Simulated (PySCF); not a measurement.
C2Si, SMILES [C]1[C][Si]1 (connectivity only; charge and spin as stated), neutral, multiplicity 1.

Coordinates come from a ωB97X-D3(BJ)/def2-TZVP optimisation.

The numbers are results of TDDFT-PBE/def2-TZVPD (PySCF 2.14.0), not measurements.

Vertical excitations. Isolated molecule, no solvent. State labels are in the subgroup C2v.

| state | symmetry | energy (eV) | λ (nm) | f | main pairs |
|---|---|---|---|---|---|
| S1 | B2 | 2.48 | 500 | 0.016 | HOMO→LUMO 98 % |
| S2 | B1 | 3.00 | 413 | 0.006 | HOMO→LUMO+1 98 % |
| S3 | B2 | 4.20 | 295 | 0.001 | HOMO−1→LUMO 95 % |
| S4 | A2 | 4.49 | 276 | 0.000 | HOMO−2→LUMO 99 % |
| S5 | B1 | 4.86 | 255 | 0.037 | HOMO−1→LUMO+1 96 % |
| S6 | A1 | 5.69 | 218 | 0.011 | HOMO−2→LUMO+1 77 %, HOMO−3→LUMO 22 % |
| S7 | A2 | 5.77 | 215 | 0.000 | HOMO→LUMO+2 95 % |
| S8 | B2 | 6.19 | 200 | 0.009 | HOMO→LUMO+3 97 % |
| S9 | A1 | 6.48 | 191 | 0.048 | HOMO→LUMO+4 90 % |
| S10 | A1 | 6.73 | 184 | 0.033 | HOMO→LUMO+5 60 %, HOMO−3→LUMO 28 % |
| T1 | B2 | 1.56 | 795 | 0 | HOMO→LUMO 99 % |
| T2 | B1 | 2.52 | 492 | 0 | HOMO→LUMO+1 95 % |
| T3 | B2 | 2.77 | 447 | 0 | HOMO−1→LUMO 98 % |
| T4 | B1 | 3.72 | 333 | 0 | HOMO−1→LUMO+1 94 % |
Triplets are in the Tamm–Dancoff approximation, which puts them higher than full response would, so one can lie above its singlet here.
